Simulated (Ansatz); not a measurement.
System: C₂H₆B, net charge 0, doublet state. It need not be the lowest isomer of its formula. 
Coordinates optimised at B3LYP-D3(BJ)/def2-TZVP (Ansatz, an electronic-structure program):
```xyz
9

B      0.0493    -0.4822     0.2840
C      1.3753     0.1011    -0.2581
C     -1.3958     0.0481     0.1330
H      1.7134     0.8331     0.4908
H      2.1849    -0.6231    -0.3594
H      1.2611     0.6480    -1.2031
H     -1.5681     0.5938    -0.8038
H     -1.5408     0.7707     0.9500
H     -2.1740    -0.7066     0.2558
```
Charge 0, spin multiplicity 2.

Basis-set convergence of Hartree-Fock and CCSD(T) correlation energies (hartree) with Ansatz. Correlated levels leave the core frozen unless marked. Open shells are spin-unrestricted. Spin-orbit coupling is left out. No relativistic terms.

```csv
basis,functions,E(HF),"E(corr, CCSD(T))"
cc-pVDZ,72,-103.86490,-0.40759
cc-pVTZ,174,-103.89392,-0.48902
cc-pVQZ,345,-103.90050,-0.51250
```

Extrapolating the two largest sets (X = 3 and 4) as X^-3: E(corr) = (64·(-0.51250) - 27·(-0.48902))/37 = -0.5296 Eh, an estimate of the basis-set limit. The largest set recovers 96.8 % of it, the smallest 77.0 %.
